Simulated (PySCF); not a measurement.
NMR data simulated for an unnamed compound:

$^{1}$H NMR (400 MHz, computed): δ 4.80 (s, 3H), 4.57 (br s, 1H), 2.06 (q, 2H), 2.01 (s, 3H), 0.99 (t, 3H).

$^{13}$C{$^{1}$H} NMR (computed): δ 145.1 (C), 27.9 (CH3), 23.1 (CH2), 10.7 (CH3).

PySCF 2.14.0 with density-fitted response routines calculation with PBE0/pcSseg-1 with gauge-including orbitals and GFN2-xTB structure; one conformer, one averaged value for each set of equivalent atoms, in vacuum, non-relativistic Hamiltonian.

δ = σ(ref) − σ, references computed at the same level: $^{1}$H and $^{13}$C vs TMS.

Problem. Which of these does the molecule contain: a Si–H bond, a CH3CH2 unit, a tert-butyl group, an NH or NH2 group, a heteroaromatic ring, an OH group?

Solution. 
- A Si–H bond: yes (δH 4.80 (s)).
- A CH3CH2 unit: yes (δC 10.7, 23.1; δH 0.99 (t), 2.06 (q)).
- A tert-butyl group: no.
- An NH or NH2 group: yes (δH 4.57 (br s)).
- A heteroaromatic ring: no.
- An OH group: no.

The data belong to `CC/C(C)=N\N[SiH3]`, C4H12N2Si; they needn't prove each group on their own.

Carbon signals by region: 1 in the sp2 and nitrile region (100–160 ppm), 3 below 50 ppm.

OH and NH positions are those of a molecule without intermolecular hydrogen bonds; in solution they move with solvent, concentration and temperature, and exchange usually removes their couplings. Shifts are as computed. Against solution values, carbons near 30 ppm lie about +3 ppm off and those near 130 ppm about +5 ppm. Of 1211 compounds with measured shifts, 218 miss one by over three times the rms of a fit or turn the order of signals round; such compounds aren't used in these exercises. No couplings were computed; multiplicities are counted from neighbouring protons, with m where these are inequivalent, close in shift, in a saturated or five-membered ring or joined by F or P, and br s for small geminal =CH2 splittings.
